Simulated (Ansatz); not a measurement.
Geometry optimisation, RKS PBE/def2-SVP (Ansatz).

Input file:

```yaml
crystal:
  periodic: [false, false, false]
  atoms:
    - { symbol: Ga, position_ang: [0.0, 0.0, 0.0] }
    - { symbol: "N", position_ang: [0.0, 0.0, 2.28] }
    - { symbol: H, position_ang: [-0.877, -0.2713, 2.81] }
    - { symbol: H, position_ang: [0.877, 0.2713, 2.81] }
    - { symbol: O, position_ang: [1.5501, 0.0, -0.895] }
    - { symbol: H, position_ang: [1.85, -0.9519, -1.0499] }
    - { symbol: O, position_ang: [-1.5501, 0.0, -0.895] }
    - { symbol: H, position_ang: [-2.0598, -0.8467, -0.6865] }
    - { symbol: F, position_ang: [-0.2501, 1.8814, 0.6306] }
    - { symbol: H, position_ang: [-0.1688, 1.2696, 1.7609] }
basis:
  gaussian: { orbitals: def2-SVP }
hamiltonian:
  xc: pbe
relax:
  f_tol: 0.15
  max_steps: 25
  restrain:
    - { distance: [0, 8], at: 2.9, k: 30.0 }
    - { distance: [9, 1], at: 2.26, k: 30.0 }
    - { distance: [0, 1], at: 1.93, k: 30.0 }
    - { distance: [9, 8], at: 0.92, k: 30.0 }
```

Run as:

```bash
$ ansatz run input.yaml --threads 2 --pin off --max-ram 3072MiB --backend cpu --events-out ev --progress --plain --runs-dir out
```

Problem. Where does it end, and by what steps?

Solution. The forces met the threshold. The restraints hold the end off the free minimum; the threshold counts their pulls, which the force column leaves out. Restrained pairs: Ga1–F9 (2.00 → 2.89 Å), N2–H10 (1.38 → 2.25 Å), Ga1–N2 (2.28 → 1.91 Å), F9–H10 (1.29 → 0.94 Å). After 12 steps the energy has fallen by 0.482 eV (the restraints' own energy left out); H10 moved furthest, 0.87 Å.

| step | energy less start (eV) | largest force component (eV/Å) | accepted |
| --- | --- | --- | --- |
| 0 | 0.0000 | 2.497 | yes |
| 1 | 0.3862 | 1.932 | yes |
| 2 | 0.4892 | 1.869 | yes |
| 3 | 0.3161 | 1.705 | yes |
| 4 | -0.0166 | 0.847 | yes |
| 5 | -0.1633 | 0.813 | yes |
| 6 | -0.3062 | 0.995 | yes |
| 7 | -0.4225 | 0.969 | yes |
| 8 | -0.4658 | 0.868 | yes |
| 9 | -0.2704 | 2.367 | no |
| 10 | -0.4703 | 0.831 | no |
| 11 | -0.4751 | 0.849 | yes |
| 12 | -0.4816 | 0.859 | yes |

```xyz
10
Properties=species:S:1:pos:R:3
Ga 0.064 -0.332 0.260
N -0.061 -0.051 2.141
H -0.891 -0.458 2.586
H 0.773 -0.374 2.645
O 1.728 -0.334 -0.415
H 1.704 -0.433 -1.384
O -1.326 -0.654 -0.842
H -2.179 -0.621 -0.372
F -0.271 2.515 0.657
H -0.169 2.094 1.488
```

Run time: 36 s on 2 threads of Intel(R) Xeon(R) Platinum 8259CL CPU @ 2.50GHz (Skylake/Cascade Lake) (shared host), peak memory 0.18 GiB.
